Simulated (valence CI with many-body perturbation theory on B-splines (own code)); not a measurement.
## Pd40+: electric-dipole lines

Method: configuration interaction combined with many-body perturbation theory (CI+MBPT): four valence electrons over a frozen Dirac-Fock core [He], radial functions for each j: 11 s, 11 p, 10 d, 8 f, 5 g, 2 h, with the one-electron correlation potential Σ1 (screened to all orders), the two-electron term Σ2, the three-electron term Σ3, Breit, model QED; selected single and double excitations, second order for the rest, scaled by the run's own slope (own B-spline code, finite nucleus).

The last digits are not significant, and no measured levels were compared; by estimate large intervals hold to a few tenths of a per cent, small ones and those within an open d or f shell to about a per cent. Among the levels kept, up to 940 cm⁻¹ of a level comes from second order outside the variational space, and about a tenth of that is noise between levels of different J, which matters for small intervals.

Lines 51 to 100 of 554 in falling wavelength, among levels below 316.26 Ry, chosen from the strongest by gf and those to the six lowest levels. Wavelengths and rates use the calculated energies. Electric multipoles are in the length gauge, E1 and E2 with the static RPA response of the core. Weak lines are less certain than strong ones. Lines between different terms over intervals too small for the method are left out, as are lines whose strength nearly cancels. Where a level lies close to another of its J and parity, the split of strength between their lines is uncertain. The highest levels of a list are the least certain.

Levels are named by their leading jj configuration (3d3/2^4 stands for four electrons in 3d with j = 3/2), which in mixed levels can hold well under half, so a name can repeat and another be missing. Letters in brackets count levels of one name in rising energy.

| λ vac (Å) | Upper | Lower | A (s⁻¹) | log gf | Branch % |
| --- | --- | --- | --- | --- | --- |
| 142.9 | (2p1/2 2p3/2^2 3p3/2) J=4 | (2p1/2 2p3/2^2 3s) J=3 | 1.54e+10 | -0.37 | 0.0 |
| 141.5 | (2s 2p1/2 2p3/2 3p3/2) J=2 [b] | (2s 2p1/2 2p3/2 3s) J=2 [b] | 1.14e+10 | -0.77 | 0.0 |
| 140.4 | (2s 2p1/2 2p3/2 3d3/2) J=2 [d] | (2s 2p1/2 2p3/2 3p1/2) J=1 [c] | 7.64e+09 | -0.95 | 0.0 |
| 140.3 | (2s 2p3/2^2 3p3/2) J=1 [a] | (2s 2p3/2^2 3s) J=2 [a] | 1.59e+10 | -0.85 | 0.0 |
| 139.4 | (2s 2p1/2 2p3/2 3d3/2) J=2 [b] | (2s 2p1/2 2p3/2 3p1/2) J=2 [b] | 8.92e+09 | -0.89 | 0.0 |
| 139.3 | (2s 2p3/2^2 3p3/2) J=3 [b] | (2s 2p3/2^2 3s) J=2 [b] | 1.44e+10 | -0.53 | 0.0 |
| 139.0 | (2p1/2^2 2p3/2 3d3/2) J=2 | (2p1/2^2 2p3/2 3p1/2) J=2 | 5.82e+09 | -1.07 | 0.1 |
| 138.3 | (2s 2p1/2^2 3p3/2) J=1 | (2s 2p1/2^2 3s) J=0 | 1.48e+10 | -0.90 | 0.0 |
| 136.8 | (2p1/2 2p3/2^2 3d3/2) J=2 | (2p1/2 2p3/2^2 3p1/2) J=2 [a] | 7.37e+09 | -0.99 | 0.0 |
| 136.7 | (2s 2p3/2^2 3d3/2) J=3 [a] | (2s 2p3/2^2 3p1/2) J=3 | 6.54e+09 | -0.89 | 0.0 |
| 136.6 | (2s 2p3/2^2 3p3/2) J=4 | (2s 2p1/2 2p3/2 3d5/2) J=3 [b] | 7.16e+09 | -0.74 | 3.7 |
| 135.9 | (2s 2p3/2^2 3p3/2) J=2 [b] | (2p1/2^2 2p3/2 3p1/2) J=1 | 7.32e+09 | -0.99 | 0.1 |
| 135.2 | (2p1/2^2 2p3/2 3p3/2) J=3 | (2p1/2^2 2p3/2 3s) J=2 | 2.67e+10 | -0.29 | 0.1 |
| 135.0 | (2s 2p1/2 2p3/2 3d3/2) J=1 [b] | (2s 2p1/2 2p3/2 3p1/2) J=2 [b] | 1.22e+10 | -1.00 | 0.0 |
| 134.9 | (2s 2p3/2^2 3d5/2) J=4 [a] | (2s 2p3/2^2 3p1/2) J=3 | 4.62e+09 | -0.94 | 0.0 |
| 134.8 | (2s 2p1/2 2p3/2 3p3/2) J=2 [c] | (2s 2p1/2 2p3/2 3s) J=1 [c] | 8.84e+09 | -0.92 | 0.0 |
| 134.1 | (2s^2 2p3/2 3p3/2) J=3 | (2s^2 2p3/2 3s) J=2 | 1.51e+10 | -0.54 | 0.9 |
| 133.7 | (2s 2p1/2 2p3/2 3p3/2) J=4 | (2s 2p1/2 2p3/2 3s) J=3 | 1.73e+10 | -0.38 | 11.5 |
| 133.3 | (2s 2p1/2 2p3/2 3d3/2) J=3 [a] | (2s^2 2p3/2 3d3/2) J=2 | 6.16e+09 | -0.94 | 0.0 |
| 133.0 | (2p1/2 2p3/2^2 3p3/2) J=3 [a] | (2p1/2 2p3/2^2 3s) J=2 [a] | 2.28e+10 | -0.37 | 0.0 |
| 132.9 | (2p1/2^2 2p3/2 3d3/2) J=3 | (2p1/2^2 2p3/2 3p1/2) J=2 | 1.65e+10 | -0.52 | 0.6 |
| 132.3 | (2s 2p3/2^2 3d3/2) J=3 [b] | (2s 2p3/2^2 3p1/2) J=2 [b] | 9.61e+09 | -0.75 | 0.0 |
| 131.8 | (2s 2p3/2^2 3d3/2) J=3 [a] | (2s 2p3/2^2 3p1/2) J=2 [a] | 6.24e+09 | -0.94 | 0.0 |
| 131.6 | (2p1/2 2p3/2^2 3p3/2) J=2 [a] | (2p1/2 2p3/2^2 3s) J=2 [a] | 1.10e+10 | -0.84 | 0.0 |
| 131.3 | (2s 2p1/2 2p3/2 3p3/2) J=3 [c] | (2s 2p1/2 2p3/2 3s) J=2 [c] | 2.34e+10 | -0.37 | 0.1 |
| 131.3 | (2s 2p3/2^2 3d3/2) J=2 [a] | (2s 2p3/2^2 3p1/2) J=2 [a] | 1.20e+10 | -0.81 | 0.0 |
| 130.9 | (2s 2p1/2 2p3/2 3p3/2) J=2 [a] | (2s 2p1/2 2p3/2 3s) J=1 [a] | 1.40e+10 | -0.75 | 0.0 |
| 130.7 | (2s 2p1/2 2p3/2 3p3/2) J=1 [b] | (2s 2p1/2 2p3/2 3s) J=2 [b] | 1.65e+10 | -0.90 | 0.0 |
| 130.4 | (2s 2p1/2^2 3d3/2) J=2 | (2s 2p1/2^2 3p1/2) J=1 | 9.96e+09 | -0.90 | 0.0 |
| 130.3 | (2p1/2 2p3/2^2 3d3/2) J=3 | (2p1/2 2p3/2^2 3p1/2) J=2 [a] | 1.51e+10 | -0.57 | 0.0 |
| 130.2 | (2s 2p1/2^2 3d3/2) J=1 | (2s 2p1/2^2 3p1/2) J=0 | 1.15e+10 | -1.06 | 0.1 |
| 129.9 | (2p1/2 2p3/2^2 3p3/2) J=2 [c] | (2p1/2 2p3/2^2 3s) J=1 [b] | 2.69e+10 | -0.47 | 0.0 |
| 129.8 | (2s 2p1/2 2p3/2 3d3/2) J=4 | (2s 2p1/2 2p3/2 3p1/2) J=3 | 1.44e+10 | -0.49 | 1.6 |
| 129.8 | (2p1/2 2p3/2^2 3p3/2) J=3 [b] | (2p1/2^2 2p3/2 3d5/2) J=3 | 4.81e+09 | -1.07 | 0.0 |
| 128.7 | (2p1/2 2p3/2^2 3p3/2) J=4 | (2p1/2^2 2p3/2 3d5/2) J=3 | 1.19e+10 | -0.57 | 0.0 |
| 128.5 | (2s^2 2p3/2 3d3/2) J=3 | (2s^2 2p3/2 3p1/2) J=2 | 1.13e+10 | -0.71 | 0.0 |
| 128.2 | (2s 2p1/2 2p3/2 3p3/2) J=3 [b] | (2s 2p1/2 2p3/2 3s) J=2 [b] | 1.52e+10 | -0.58 | 0.0 |
| 128.2 | (2s^2 2p3/2 3d3/2) J=2 | (2s^2 2p3/2 3p1/2) J=1 | 7.98e+09 | -1.01 | 0.0 |
| 127.7 | (2s 2p3/2^2 3d3/2) J=1 [a] | (2s 2p3/2^2 3p1/2) J=2 [a] | 1.64e+10 | -0.92 | 0.0 |
| 127.5 | (2s 2p3/2^2 3d3/2) J=2 [c] | (2s 2p3/2^2 3p1/2) J=1 [b] | 1.07e+10 | -0.88 | 0.0 |
| 127.3 | (2p1/2^2 2p3/2 3d3/2) J=1 | (2p1/2^2 2p3/2 3p1/2) J=1 | 1.20e+10 | -1.06 | 0.0 |
| 127.2 | (2s 2p1/2 2p3/2 3d3/2) J=3 [c] | (2s 2p1/2 2p3/2 3p1/2) J=2 [c] | 1.78e+10 | -0.52 | 0.1 |
| 126.9 | (2s 2p1/2 2p3/2 3d3/2) J=3 [a] | (2s 2p1/2 2p3/2 3p1/2) J=2 [a] | 7.95e+09 | -0.87 | 0.0 |
| 126.1 | (2p1/2^2 2p3/2 3d3/2) J=2 | (2s 2p3/2^2 3s) J=1 [a] | 1.09e+10 | -0.89 | 0.1 |
| 125.7 | (2s 2p1/2^2 3d3/2) J=2 | (2s^2 2p3/2 3s) J=1 | 7.16e+09 | -1.07 | 0.0 |
| 125.4 | (2p1/2 2p3/2^2 3p3/2) J=1 [c] | (2p1/2 2p3/2^2 3s) J=0 | 2.00e+10 | -0.85 | 0.0 |
| 125.1 | (2s 2p3/2^2 3p3/2) J=2 [b] | (2s 2p3/2^2 3s) J=1 [a] | 9.72e+09 | -0.94 | 0.1 |
| 125.1 | (2s 2p1/2 2p3/2 3d3/2) J=2 [a] | (2s 2p1/2 2p3/2 3p1/2) J=1 [a] | 9.45e+09 | -0.96 | 0.0 |
| 125.1 | (2s^2 2p1/2 3d3/2) J=2 | (2s^2 2p1/2 3p1/2) J=1 | 1.81e+10 | -0.67 | 0.1 |
| 124.8 | (2p1/2^2 2p3/2 3p3/2) J=2 | (2p1/2^2 2p3/2 3s) J=1 | 2.06e+10 | -0.62 | 0.0 |
